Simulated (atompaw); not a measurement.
## Plane-wave convergence, PAW (atompaw) potential for La (Z = 57)

atompaw 4.2.0.5 input, output lines left out:

```
La 57
GGA-PBE scalarrelativistic loggrid 2001 logderivrange -5 5 251
6 6 5 4 0 0
6 0 1.75
6 1 0.25
5 2 1
4 3 0
0 0 0
c
c
c
c
v
v
c
c
c
v
v
c
c
v
v
3
3.00 2.85 2.35 1.65
n
n
y
0.6
n
y
-0.75
n
custom polynom gramschmidtortho sinc
4 0.5 troulliermartins
2.30
3.00
2.70
3.00
3.00
3.00
1.30
1.30
```

The pseudo-atom Hamiltonian at the reference potential is diagonalised in spherical Bessel functions j_l(qr) that vanish at 20 bohr, with q² up to the cutoff. All-electron valence levels (Ry): 5s -2.8819, 6s -0.2822, 5p -1.6671, 6p -0.1094, 5d -0.2438, 4f -0.3402.

Question: How do the lowest levels (Ry) of each channel move with the cutoff, and are there ghosts?

Answer:

```tsv
cutoff (Ry)	s #1	s #2	p #1	p #2	d #1	d #2	f #1	Σ f·Δε (mRy)
8	-2.8810	-0.2821	-1.6597	-0.1091	-0.2415	0.0299	0.0795	49.0
10	-2.8816	-0.2822	-1.6661	-0.1092	-0.2434	0.0298	0.0795	6.9
12	-2.8816	-0.2822	-1.6664	-0.1092	-0.2435	0.0298	0.0795	5.1
18	-2.8819	-0.2822	-1.6670	-0.1093	-0.2438	0.0298	0.0795	0.7
21	-2.8819	-0.2822	-1.6671	-0.1093	-0.2438	0.0298	0.0794	0.3
25	-2.8819	-0.2822	-1.6671	-0.1093	-0.2438	0.0298	0.0793	0.2
400	-2.8819	-0.2822	-1.6671	-0.1093	-0.2438	0.0298	-0.3402	0.0
```

Result: no extra level below or beside the all-electron valence levels (s, p, d, f tested); 10 mRy is reached at 10 Ry and 1 mRy at 18 Ry.

The cutoffs count occupied waves only; the empty 4f level needs 70 Ry at the loose tolerance.
